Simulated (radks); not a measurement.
Task: These are the eigenvalues of the occupied orbitals of an atom or ion with whole-number occupations (eV). Method: Dirac Kohn-Sham, BLYP, spin-unpolarised, spherical densities, point nucleus; computed with a radial shooting solver on a logarithmic mesh with Libxc functionals.

1s1/2: -42833.91
2s1/2: -8934.520
2p1/2: -8604.768
2p3/2: -8147.580
3s1/2: -3465.858
3p1/2: -3344.513
3p3/2: -3230.348

Which element is it, and in what charge state? The configuration may be excited. Open shells, if any, fill j = l - 1/2 first.

Result: Z = 58, cerium, charge +42: Ce42+ in [Ne] 3s2 3p4. The list shows which subshells hold electrons but not how many an open one holds; the 1s level, -1574.1 hartree, gives Z - s = 56.1 by -(Z - s)^2/2, which with screening and relativity narrows Z to a few neighbours, and the depths of the outer levels then fix element, charge and occupations together.
